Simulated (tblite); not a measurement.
Species: C7H4N4.
Atom-mapped SMILES: `[N:1]#[C:2][c:3]1[cH:4][cH:5][cH:6][c:7]2[cH:8][n:9][n:10][n:11]12` (hydrogens: H12 on C4; H13 on C5; H14 on C6; H15 on C8)

Computed geometry: GFN2-xTB, gas phase.

Q: Give the optimised bond lengths and angles.

A: 
```csv
bond,length (Å),order
N1≡C2,1.145,triple
C2–C3,1.413,single
C3–C4,1.373,aromatic
C4–C5,1.408,aromatic
C5–C6,1.368,aromatic
C6–C7,1.402,aromatic
C7–C8,1.396,aromatic
C8–N9,1.331,aromatic
N9–N10,1.288,aromatic
N10–N11,1.323,aromatic
C3–N11,1.364,aromatic
C7–N11,1.388,aromatic
C4–H12,1.078,single
C5–H13,1.078,single
C6–H14,1.078,single
C8–H15,1.069,single
```

Orders are formal, as drawn. A selection of angles:
```csv
angle,degrees
N1–C2–C3,177.2
C2–C3–C4,122.2
C2–C3–N11,119.1
C4–C3–N11,118.7
C3–C4–C5,120.6
C4–C5–C6,120.4
C5–C6–C7,118.9
C6–C7–C8,138.2
C6–C7–N11,119.4
C8–C7–N11,102.4
C7–C8–N9,108.4
C8–N9–N10,110.5
N9–N10–N11,108.3
C3–N11–N10,127.7
C3–N11–C7,121.9
C7–N11–N10,110.4
```

The 6 C–C bonds span 1.368 Å (C5–C6, aromatic) to 1.413 Å (C2–C3, drawn single), a spread of 0.045 Å. The 6-membered ring C3–C4–C5–C6–C7–N11 has internal angles of 118.7° to 121.9°; it is planar, 0.00 Å rms from its mean plane, widest ring torsion 0°. The 11 heavy atoms lie in one plane (0.001 Å rms). N11 (pyrrole-type nitrogen) is planar (angles 127.7°, 121.9° and 110.4°, sum 360.0°, 0.00 Å off the plane of its three neighbours). The 5-membered ring C7–C8–N9–N10–N11 has internal angles of 102.4° to 110.5°; it is planar, 0.00 Å rms from its mean plane, widest ring torsion 0°. The 4 C–N bonds span 1.145 Å (N1≡C2, drawn triple) to 1.388 Å (C7–N11, aromatic), a spread of 0.243 Å. The 2 N–N bonds span 1.288 Å (N9–N10, aromatic) to 1.323 Å (N10–N11, aromatic), a spread of 0.035 Å.

Point group: Cs (every atom within 0.08 Å of its image). Its GFN2-xTB frequencies are all real (lowest 103 cm⁻¹).
